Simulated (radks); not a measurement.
Species: Cd2+. Configuration: [Kr] 4d10.

All-electron calculation, scalar-relativistic Kohn-Sham, exchange-only LDA, spin-polarised, spherical densities, finite nucleus; Fermi nuclear charge, rms radius 4.6087 fm. Program: a radial shooting solver on a logarithmic mesh with Libxc functionals.

Energy parts (eV):
| part | energy |
|---|---|
| total | -151948.500 |
| kinetic | 158157.062 |
| electron-nucleus | -366867.603 |
| Hartree | 60685.487 |
| exchange | -3923.446 |

Orbitals (lengths in bohr, moments of r in powers of bohr; <r^-3> diverges for s and p1/2):
| orbital | occ. | eigenvalue (eV) | <r^-3> | <r> | <r^4> | <r^2> |
|---|---|---|---|---|---|---|
| 1s | 2 | -26508.18 | - | 0.03043 | 4.078e-06 | 0.001252 |
| 2s | 2 | -3950.603 | - | 0.1318 | 0.0007198 | 0.02047 |
| 2p | 6 | -3548.942 | 4063 | 0.1149 | 0.0005157 | 0.01612 |
| 3s | 2 | -749.6746 | - | 0.3590 | 0.03326 | 0.1474 |
| 3p | 6 | -617.8946 | 734.7 | 0.3576 | 0.03540 | 0.1485 |
| 3d | 10 | -410.9343 | 100.7 | 0.3351 | 0.03328 | 0.1336 |
| 4s | 2 | -123.1611 | - | 0.8791 | 1.157 | 0.8763 |
| 4p | 6 | -84.3446 | 126.2 | 0.9601 | 1.765 | 1.057 |
| 4d | 10 | -29.1151 | 10.56 | 1.260 | 7.034 | 1.909 |
| 5s | 0 | -20.5279 | - | 2.471 | 71.91 | 6.885 |
| 5p | 0 | -13.8141 | 10.53 | 3.024 | 166.8 | 10.36 |
| 5d | 0 | -6.5509 | 0.6124 | 4.969 | 1248 | 28.15 |
| 4f | 0 | -3.6357 | 0.006581 | 7.890 | 7797 | 70.69 |

The highest occupied level is 4d at -29.115 eV. Summed over all electrons, <r^2> = 29.84 bohr^2, which gives a Langevin (diamagnetic) susceptibility term of -23.6 x 10^-6 cm^3/mol. The electron density at the nucleus is 1.63e+05 e/bohr^3 (large components only).
